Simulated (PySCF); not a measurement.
A run for PySCF: R-HF/STO-3G on GeH4N2 (a complex).

```python
from pyscf import gto, scf, dft, mp
from pyscf.data.elements import chemcore

mol = gto.M(
    atom='''
    N    -0.44036939    0.51231994    0.14198750
    N    -0.11509484    1.18972059   -0.64869821
    Ge    0.10995682   -0.34119825    3.60034001
    H     1.33432481    0.26690861    2.90035563
    H     0.44345479   -0.59418716    5.07891686
    H    -0.26102022   -1.66832171    2.92419083
    H    -1.07136070    0.63474221    3.50304517
    ''',
    basis='sto-3g',
    charge=0, spin=0, verbose=3, max_memory=1800)
mf = scf.RHF(mol)
mf.conv_tol = 1e-8
mf.max_cycle = 100
mf.kernel()
if not mf.converged:
    mf = mf.newton().run(mf.mo_coeff, mf.mo_occ)
```

Program output:

```
converged SCF energy = -2161.5671537185
```

The calculation finished and met its thresholds.

Cost: around 0.3 core-seconds (rough).
